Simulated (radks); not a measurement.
Results of a calculation; reference values are marked as such.
Coulomb parameter of the 4f shell of the ytterbium ion Yb3+ in the model configuration [Xe] 4f12 6p1, as a second difference U = [E(n + 0.5) + E(n - 0.5) - 2 E(n)] / (0.5)^2 with all orbitals relaxed. "Bare": the charge of the atom changes with n. "Screened": the 6p shell takes up the change at fixed total charge, which measures U(4f,4f) + U(6p,6p) - 2 U(4f,6p). Code: a radial shooting solver on a logarithmic mesh with Libxc functionals. Model: scalar-relativistic Kohn-Sham, r2SCAN, spin-unpolarised, spherical densities, finite nucleus; meta-GGA in the generalised Kohn-Sham scheme; Fermi nuclear charge, rms radius 5.3108 fm.

[
 {"case": "start", "configuration": "[Xe] 4f12 6p1", "E - E(n) (eV)": "0.000"},
 {"case": "bare +0.5", "configuration": "[Xe] 4f12.5 6p1", "E - E(n) (eV)": "-21.615"},
 {"case": "bare -0.5", "configuration": "[Xe] 4f11.5 6p1", "E - E(n) (eV)": "26.972"},
 {"case": "screened +0.5", "configuration": "[Xe] 4f12.5 6p0.5", "E - E(n) (eV)": "-12.725"},
 {"case": "screened -0.5", "configuration": "[Xe] 4f11.5 6p1.5", "E - E(n) (eV)": "15.301"}
]

U(bare) = 21.428 eV, U(screened by 6p) = 10.301 eV, against the Slater integral F0(4f,4f) = 36.207 eV with frozen orbitals.
